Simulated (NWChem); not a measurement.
C4H5Br; SMILES C=CC(=C)Br

```xyz
10

C     -1.4892     1.8677     0.0000
C     -0.1530     1.7999     0.0000
C      0.6837     0.6027     0.0000
C      2.0216     0.6226     0.0000
Br    -0.2060    -1.1134     0.0000
H     -2.1135     0.9802     0.0000
H     -1.9930     2.8291     0.0000
H      0.4275     2.7227     0.0000
H      2.5422     1.5774     0.0000
H      2.6237    -0.2777     0.0000
```
Atoms are numbered in this order, from 1.

All runs: NWChem. Geometry optimised at B3LYP/6-31G*; all other runs use it. Pople sets run with spherical d functions. This build's default masses of Se (78.918 u) and Br (79.917 u) are each other's, which moves their modes by up to 0.6 %.

```csv
quantity,level,value
−ε(HOMO) (eV),B3LYP/def2-SVP,6.71
cavity-dispersion-structure term (kcal/mol) in n-hexane,"B3LYP/6-31G*, SMD",-2.5
"anisotropy (bohr³), static",B3LYP/def2-SVPD,44.0
"vertical, lowest excitation, singlet (eV)","B3LYP/def2-SVPD, TDA",5.24
dipole (D),B3LYP/6-31G*,1.68
highest harmonic frequency (cm⁻¹),B3LYP/6-31G*,3276
```
